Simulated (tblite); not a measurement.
niobium atom (Nb), sextet (GFN-xTB shapes and energies of metal compounds can be far from the true ones); GFN1-xTB (tblite).

tblite was given this input:
```
$ tblite run mol.xyz --method gfn1 --charge 0 --spin 5 --efield 0,0,0.1 --json tblite.json --no-restart

# file mol.xyz
1

Nb     0.00000000     0.00000000     0.00000000
```

Predict the main parts of the log of this tblite run.


```
xTB calculator
 | screened Coulomb repulsion
 | Coulomb electrostatics
 |  * isotropic Klopman-Ohno-Mataga-Nishimoto electrostatics
 |  * onsite third-order electrostatics
 | DFT-D3(BJ) dispersion correction
 | Interactions (1)
 | [1] electric field

halogen bonding energy    0.0000000000000E+00 Eh
repulsion energy          0.0000000000000E+00 Eh
dispersion energy         0.0000000000000E+00 Eh
interaction energy        0.0000000000000E+00 Eh
number of electrons       5.0000000000000E+00 e
integral cutoff           4.0000000000000E+01 bohr

------------------------------------------------------------
  cycle        total energy    energy error   density error
------------------------------------------------------------
      1     -1.702064674227  -1.7020647E+00   6.2395147E-01
      2     -1.702067647517  -2.9732903E-06   3.6866735E-01
      3     -1.702069068962  -1.4214445E-06   1.3637333E-03
      4     -1.702069068973  -1.0966339E-11   4.6955311E-04
      5     -1.702069068973   6.8833828E-15   3.2095235E-06
------------------------------------------------------------

electronic energy        -1.7020690689727E+00 Eh
total energy             -1.7020690689727E+00 Eh

Post processing:
 | Mayer-Wiberg bond orders

[Info] JSON dump of results written to 'tblite.json'
```
